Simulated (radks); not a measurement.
All-electron atom: Os II in [Xe] 4f14 5d6 6s1.

All-electron calculation, scalar-relativistic Kohn-Sham, r2SCAN, spin-unpolarised, spherical densities, finite nucleus; meta-GGA in the generalised Kohn-Sham scheme; Fermi nuclear charge, rms radius 5.4126 fm. Program: a radial shooting solver on a logarithmic mesh with Libxc functionals.

Energy parts (eV):
part                       energy
total                  -469457.88
kinetic                 520155.61
electron-nucleus      -1162746.70
Hartree                 182343.67
exchange-correlation     -9210.46

Orbitals (lengths in bohr, moments of r in powers of bohr; r(90%) holds 90 % of the orbital's charge):
| orbital | occ. | eigenvalue (eV) | <1/r> | <r> | r(90%) | <r^4> |
|---|---|---|---|---|---|---|
| 1s | 2 | -73950.54 | 90.42 | 0.01774 | 0.0323 | 5.129e-07 |
| 2s | 2 | -12913.02 | 21.19 | 0.07489 | 0.116 | 0.00007631 |
| 2p | 6 | -11243.71 | 19.05 | 0.06728 | 0.110 | 0.00006073 |
| 3s | 2 | -3021.674 | 7.862 | 0.1937 | 0.284 | 0.002776 |
| 3p | 6 | -2529.234 | 7.220 | 0.1944 | 0.291 | 0.003016 |
| 3d | 10 | -1977.764 | 6.802 | 0.1763 | 0.273 | 0.002332 |
| 4s | 2 | -650.1037 | 3.341 | 0.4318 | 0.619 | 0.06406 |
| 4p | 6 | -487.8796 | 3.032 | 0.4591 | 0.666 | 0.08532 |
| 4d | 10 | -285.3329 | 2.705 | 0.4889 | 0.731 | 0.1227 |
| 5s | 2 | -101.6326 | 1.328 | 1.010 | 1.45 | 1.924 |
| 4f | 14 | -60.7104 | 2.240 | 0.5564 | 0.908 | 0.3239 |
| 5p | 6 | -60.3834 | 1.125 | 1.171 | 1.71 | 3.698 |
| 5d | 6 | -14.2456 | 0.7523 | 1.745 | 2.73 | 24.74 |
| 6s | 1 | -13.0386 | 0.4569 | 2.775 | 4.05 | 115.5 |
| 6p | 0 | -6.7142 | 0.3387 | 3.695 | 5.48 | 384.6 |

The highest occupied level is 6s at -13.039 eV. For comparison, the ionisation energy in NIST's Atomic Spectra Database is 17 eV (semi-empirical). In exact Kohn-Sham theory the highest level is minus the ionisation energy, but local and semilocal functionals leave it too shallow, through self-interaction and a potential that decays too fast; potentials with the right tail come closer.

Beside tabulated values, note that spin-unpolarised runs miss the spin-polarisation part of the exchange energy of open shells.
